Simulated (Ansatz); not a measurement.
Calculated with Ansatz (gas phase, PBE0-D4/def2-TZVP geometries, no zero-point term in ΔE). CCSD(T)/CBS is the MP2 limit (def2-TZVPP, def2-QZVPP) plus CCSD(T) − MP2 in def2-TZVPP, frozen cores. This one scheme is used for every species. Functionals use def2-TZVPP. One conformer a species, not always the lowest.

Consider the cleavage of the Si–Al bond: `[NH2][AlH][SiH](F)[SiH3]` + `OC=S` → `F[SiH]([SiH3])OC=S` + `[NH2][AlH2]`.

```json
{"species": "`[NH2][AlH][SiH](F)[SiH3]`", "PBE0 energy (Eh)": "-979.88072"}
{"species": "`OC=S`", "PBE0 energy (Eh)": "-512.49936"}
{"species": "`F[SiH]([SiH3])OC=S`", "PBE0 energy (Eh)": "-1192.95198"}
{"species": "`[NH2][AlH2]`", "PBE0 energy (Eh)": "-299.45543"}
```

Q: Work out ΔE.

A: ΔE = (-1192.95198) + (-299.45543) − (-979.88072) − (-512.49936) = -0.02733 Eh = -71.8 kJ/mol. CCSD(T)/CBS gives -93.2 kJ/mol.

Largest T1 diagnostic among the species: 0.018.

The D4 term adds −3.8 kJ/mol with B3LYP and −2.1 kJ/mol with PBE0; it sums over pairs of atoms, weighted by their polarisabilities, and B3LYP, whose exchange is more repulsive, gets the larger term. In def2-TZVPP, CCSD(T) changes the Hartree–Fock value by +15.3 kJ/mol (the triples alone add +1.6 kJ/mol) and MP2 by +6.9 kJ/mol. From PBE to PBE0 (25 % exact exchange), in def2-TZVPP and without D4, ΔE moves by −7.6 kJ/mol.

B3LYP here is the variant with VWN-RPA as its local correlation; programs differ in this.
